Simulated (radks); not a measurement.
The numbers below are computed, except where a source is named.
Question: All-electron atom: Mo I in [Kr] 4d5.5 5s0.5 (fractional occupations, a model configuration). Level of theory: scalar-relativistic Kohn-Sham, LDA (Slater exchange, Perdew-Wang correlation), spin-unpolarised, spherical densities, finite nucleus; Fermi nuclear charge, rms radius 4.4091 fm (a radial shooting solver on a logarithmic mesh with Libxc functionals). Some entries of the table are withheld. Estimate them.

orbital  occ.  eigenvalue (hartree)  <1/r> (bohr^-1)  <r> (bohr)
1s          2             -727.3939            43.50     0.03521
2s          2             -102.7208            9.792      0.1539
2p          6             -91.89803            9.528      0.1340
3s          2             -17.42702            3.360      0.4297
3p          6                   (1)            3.198      0.4312
3d         10              -8.08876            2.968      0.4156
4s          2              -2.32600            1.234         (2)
4p          6              -1.37858            1.088       1.240
5s        0.5                   (3)           0.3529       3.626
4d        5.5              -0.11624           0.6731       2.080

Answer: 
(1) 3p eigenvalue (hartree): -13.88014
(2) 4s <r> (bohr): 1.107
(3) 5s eigenvalue (hartree): -0.14680
